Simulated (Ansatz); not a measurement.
```yaml
crystal:
  periodic: [true, true, true]
  atoms:
    - {symbol: B, position_ang: [-0.671968, 2.259003, 0.555992]}
    - {symbol: O, position_ang: [0.036032, 1.172111, 0.321156]}
    - {symbol: Al, position_ang: [0.878216, -0.252811, -0.116888]}
    - {symbol: C, position_ang: [-0.041730, -1.883349, -0.467694]}
    - {symbol: H, position_ang: [-1.041256, 2.986470, -0.295484]}
    - {symbol: H, position_ang: [-0.884333, 2.462040, 1.752811]}
    - {symbol: H, position_ang: [2.472668, -0.090666, -0.194442]}
    - {symbol: H, position_ang: [-1.148462, -1.787544, -0.274914]}
    - {symbol: H, position_ang: [0.305067, -2.676798, 0.259598]}
    - {symbol: H, position_ang: [0.096755, -2.243538, -1.429605]}
basis:
  gaussian: {orbitals: def2-TZVP, fitting: {mean_field: cc-pVTZ-jkfit}, nuclear_model: gaussian}
hamiltonian: {xc: {name: r2SCAN}}
output: {forces: true}
```

```sh
$ ansatz run in.yaml --threads 2 --pin off --events-out ev --progress --plain --max-ram 4352MiB
```

It prints (some lines left out):

```
Error: YAML parse error: error: line 2 column 3: crystal: missing field `lattice` (a structure is typed as `lattice` and `atoms`, a molecule's as `atoms` in Å alone, or read from a run's directory, `checkpoint`)
 --> <input>:2:3
  |
1 | crystal:
2 |   periodic: [true, true, true]
  |   ^ crystal: missing field `lattice` (a structure is typed as `lattice` and `atoms`, a molecule's as `atoms` in Å alone, or read from a run's directory, `checkpoint`)
3 |   atoms:
4 |     - {symbol: B, position_ang: [-0.671968, 2.259003, 0.555992]}
  |
```

(1) Something in this input is off. What?

Answers

(1) The molecule is marked periodic without a cell. The program refused the input.
